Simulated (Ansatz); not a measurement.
A run on `FC(F)(F)[Te]` radical with other settings.

```yaml
crystal:
  periodic: [false, false, false]
  atoms:
    - {symbol: F, position_ang: [-0.119508, 0.064536, 1.262619]}
    - {symbol: C, position_ang: [0.061392, -0.172590, 0.092205]}
    - {symbol: F, position_ang: [-0.621879, -1.257543, -0.350602]}
    - {symbol: F, position_ang: [1.365928, -0.302902, 0.038348]}
    - {symbol: Te, position_ang: [-0.709728, 1.534697, -0.977116]}
basis:
  gaussian: {orbitals: x2c-TZVPPall}
magnetization: {spin_polarized: true, initial_magnetization: 1}
hamiltonian: {xc: {name: wB97X}}
output: {forces: true}
```

```sh
$ ansatz run in.yaml --threads 4 --pin off --events-out ev --progress --plain --max-ram 10444MiB
```

It prints (some lines left out):

```
Functional definition: wB97X
1231 factors; their error is unknown
194 factors; integrals over basis functions are off by at most 1.1e-5 eV
mean field evaluation 1: about -194070.8344 eV, gradient 3.2e1 eV
mean field evaluation 2: about -194070.7423 eV, gradient 3.5e1 eV
mean field evaluation 4: about -194073.7807 eV, gradient 1.2e0 eV
mean field evaluation 8: about -194073.7868 eV, gradient 4.1e-2 eV
mean field evaluation 16: about -194074.0037 eV, gradient 1.0e-2 eV
mean field -194074.00420808 eV, -7132.0881065623 hartree, gradient 3.9e-6 eV, S^2 0.752678; 2 other end points of the search recorded, 0 dependent functions left out
reference -194074.00419068 eV, -7132.0881059227 hartree; 43, 42 occupied and 141, 142 virtual orbitals, 1231 factors
Total energy: -194074.00419068 eV, -7132.0881059227 hartree
Relativity: scalar
Atom 0 at    -0.119508     0.064536     1.262619 Å, force    -2.662821     0.616905     8.056432 eV/Å
Atom 1 at     0.061392    -0.172590     0.092205 Å, force     0.058696     0.553760    -6.040214 eV/Å
Atom 2 at    -0.621879    -1.257543    -0.350602 Å, force     0.851407    -0.305719     0.440215 eV/Å
Atom 3 at     1.365928    -0.302902     0.038348 Å, force     1.834936    -1.300269    -1.753918 eV/Å
Atom 4 at    -0.709728     1.534697    -0.977116 Å, force    -0.082217     0.435323    -0.702515 eV/Å
Dipole moment:    -0.078954     0.171181    -0.010713 e Å
```

Run time 11 s (4 threads of an AMD EPYC 9R45 on a shared host); peak host memory 1.3 GiB.
